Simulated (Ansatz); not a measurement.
Consider the ligand exchange at the Al–C bond: `N[SiH2]N[CH2][AlH2]` + `C=C=N` → `C=C=[N][AlH2]` + `CN[SiH2]N`.

Isolated molecules relaxed with PBE0-D4/def2-TZVP in Ansatz; ΔE leaves out vibrations. CCSD(T)/CBS adds triple-zeta CCSD(T) − MP2 to the extrapolated MP2 energy (def2 sets, frozen cores). This one scheme is used for every species. Functionals use def2-TZVPP. Each species was taken in one conformer, which may not be the lowest.

```csv
level,ΔE (kcal/mol)
PBE-D4,-32.3
B2PLYP,-35.9
r2SCAN,-35.1
SCS-MP2/def2-TZVPP,-36.0
MP2/def2-QZVPP,-35.9
SCS-MP2/def2-QZVPP,-35.8
HF/CBS(def2),-38.6
MP2/CBS(def2),-35.8
```

Task: What does CCSD(T)/CBS give? (Best estimate.)

Result: The calculation gave: -33.9 kcal/mol. The listed levels differ from it by 1.6, -2.0, -1.2, -2.1, -2.0, -1.9, -4.7, -1.9 kcal/mol.

Largest T1 diagnostic among the species: 0.015.

In def2-TZVPP, CCSD(T) changes the Hartree–Fock value by +4.4 kcal/mol (the triples alone add +0.4 kcal/mol) and MP2 by +2.5 kcal/mol. From PBE to PBE0 (25 % exact exchange), in def2-TZVPP and without D4, ΔE moves by −0.9 kcal/mol.
